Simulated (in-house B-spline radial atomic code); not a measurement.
# Solving the quasi-particle equation for 6s up of the thallium ion Tl²⁺

Configuration [Xe] 4f14 5d10 6s1, highest spin, start PBE; correlation leaves out the 3 deepest shells. Computed with a B-spline radial code for spherical atoms: all electrons, scalar-relativistic (spin-free one-electron X2C), finite nucleus, each spin shell either full or empty, empty states to l = 9 with an (l + 1/2)⁻⁴ tail; G0W0 by contour deformation at full frequency.

RPA overbinds a lone outer s electron by self-correlation, and G0W0 tends to as well.

At the mean-field level ε = -25.749 eV the matrix elements are Σx = -17.262 eV, v_xc = -14.313 eV and Σc(ε) = -2.142 eV, and the slope of the correlation self-energy is dΣc/dω = -0.0570. The quasi-particle energy solves E = ε + Σx − v_xc + Σc(E).

Problem. What does the linearised equation give?

Solution. Z = 1/(1 − dΣc/dω) = 1/1.0570 = 0.9461. The first-order shift is Σx − v_xc + Σc(ε) = -17.262 − (-14.313) + (-2.142) = -5.091 eV, so E ≈ ε + Z × shift = -25.749 + 0.9461 × (-5.091) = -30.566 eV.

Problem. How does that compare with the full solution and with static screening?

Solution. Solving the equation at full frequency dependence gives E = -30.565 eV, where Σc = -1.866 eV and the weight is 0.944; the linearised value is off by 1 meV. Leaving Z out would give -30.840 eV. Static COHSEX puts -3.786 eV in place of Σc and gives -32.484 eV, 1.92 eV deeper. The tabulated removal energy is 29.852 eV (NIST, measured); the run leaves out spin-orbit coupling, Breit and QED terms.
